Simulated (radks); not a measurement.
Spherical quantum dot in the effective-mass picture: electrons in a parabolic well V = omega^2 r^2 / 2 with omega = 1.04, with a point charge +2 (a donor) at the centre, all in effective atomic units (hartree* = m*/eps^2 hartree, bohr* = eps/m* bohr), one dielectric constant everywhere. Method: non-relativistic Kohn-Sham, PBEsol, spin-polarised, spherical densities; computed with a radial shooting solver with Libxc functionals. Levels are named by radial order and angular momentum (1s, 1p, 1d, 2s, ...), and open shells are averaged over m. Each electron was tried in the lowest free levels, single moves between levels near the top were tried too, and the lowest total energy was kept; such a search can miss a lower state. At N = 1 the Hartree and exchange-correlation terms need not cancel, so that row can carry a self-interaction error.

N,open shells,2S,E (hartree*),mu = E(N) - E(N-1) (hartree*),addition energy mu(N+1) - mu(N) (hartree*),e(HOMO) (hartree*),rms radius (bohr*)
1,"1s(up 1, down 0)",1,-1.62903,-1.6290,1.309,-1.1146,0.7355
2,none,0,-1.94907,-0.32003,2.724,0.11986,0.8186
3,"1p(up 1, down 0)",1,0.454768,2.4038,0.5232,2.6595,1.095
4,"1p(up 2, down 0)",2,3.38185,2.9271,0.5366,3.1959,1.235
5,"1p(up 3, down 0)",3,6.84551,3.4637,0.6967,3.7300,1.332
6,"1p(up 3, down 1)",2,11.0059,4.1604,0.4656,4.3891,1.413
7,"1p(up 3, down 2)",1,15.6318,4.6260,0.4761,4.8640,1.481
8,none,0,20.7339,5.1021,0.7943,5.3394,1.540
9,"2s(up 1, down 0)",1,26.6303,5.8964,0.4818,6.1122,1.614
10,none,0,33.0085,6.3782,0.8743,6.5907,1.679
11,"1d(up 1, down 0)",1,40.2610,7.2525,0.3927,7.4491,1.742
12,"1d(up 2, down 0)",2,47.9061,7.6451,0.3901,7.8407,1.797
13,"1d(up 3, down 0)",3,55.9413,8.0352,0.3865,8.2291,1.847
14,"1d(up 4, down 0)",4,64.3630,8.4217,0.3824,8.6136,1.893
15,"1d(up 5, down 0)",5,73.1671,8.8041,0.4790,8.9939,1.936
16,"1d(up 5, down 1)",4,82.4503,9.2831,0.3613,9.4639,1.976
17,"1d(up 5, down 2)",3,92.0947,9.6444,0.3598,9.8247,2.015
18,"1d(up 5, down 3)",2,102.099,10.004,0.3575,10.183,2.051
19,"1d(up 5, down 4)",1,112.461,10.362,0.3547,10.540,2.085
20,none,0,123.177,10.716,0.9843,10.893,2.118
21,"1f(up 1, down 0)",1,134.878,11.701,0.3255,11.864,2.157
22,"1f(up 2, down 0)",2,146.904,12.026,0.3239,12.188,2.194
23,"1f(up 3, down 0)",3,159.254,12.350,0.3220,12.511,2.229
24,"1f(up 4, down 0)",4,171.926,12.672,0.3200,12.832,2.262
25,"1f(up 5, down 0)",5,184.918,12.992,0.3179,13.151,2.294
26,"1f(up 6, down 0)",6,198.228,13.310,0.3158,13.468,2.324
27,"1f(up 7, down 0)",7,211.854,13.626,0.3534,13.783,2.353
28,"1f(up 7, down 0) 2p(up 1, down 0)",8,225.833,13.979,0.3197,14.139,2.381
29,"1f(up 7, down 0) 2p(up 2, down 0)",9,240.132,14.299,0.3190,14.458,2.408
30,"1f(up 7, down 0) 2p(up 3, down 0)",10,254.750,14.618,0.3399,14.777,2.435
31,"1f(up 7, down 1) 2p(up 3, down 0)",9,269.707,14.958,0.2977,15.107,2.461
32,"1f(up 7, down 2) 2p(up 3, down 0)",8,284.963,15.255,0.2967,15.404,2.486
33,"1f(up 7, down 3) 2p(up 3, down 0)",7,300.515,15.552,0.2954,15.700,2.510
34,"1f(up 7, down 4) 2p(up 3, down 0)",6,316.362,15.848,0.2940,15.995,2.534
35,"1f(up 7, down 5) 2p(up 3, down 0)",5,332.504,16.142,0.2887,16.290,2.557
36,"2p(up 2, down 0)",2,348.934,16.430,-,16.578,2.579

All shells are closed at N = 2, 8, 10, 20 (there: 1s2 1p6 1d10 2s2); the second difference of the energy has clear peaks (12 % above both neighbours; the first and last values, which can be the largest, are not judged, and half-filled shells can peak too) at N = 2, 5, 8, 10, 15, 20.
